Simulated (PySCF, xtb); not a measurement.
chlorocyclobutane (C4H7Cl), SMILES C1(Cl)CCC1.

Harmonic wavenumbers (cm⁻¹) from GFN2-xTB (xtb) at its own minimum, in rising order: 95, 285, 341, 560, 761, 809, 833, 982, 987, 1027, 1073, 1074, 1107, 1179, 1184, 1218, 1226, 1242, 1254, 1265, 1462, 1464, 1487, 2969, 3010, 3017, 3023, 3030, 3030, 3036.

Q: What does PBE-D3(BJ)/def2-SVP (PySCF) give at its own minimum? (An estimate is asked for; the answer gives what the named calculation found.)

A: 149, 277, 361, 516, 705, 761, 823, 904, 917, 926, 1021, 1029, 1078, 1145, 1177, 1196, 1202, 1217, 1241, 1252, 1395, 1406, 1433, 3003, 3004, 3008, 3030, 3061, 3072, 3079. Paired by order, the mean absolute difference is 37 cm⁻¹ and the zero-point energies are 62.9 and 62.0 kcal/mol.
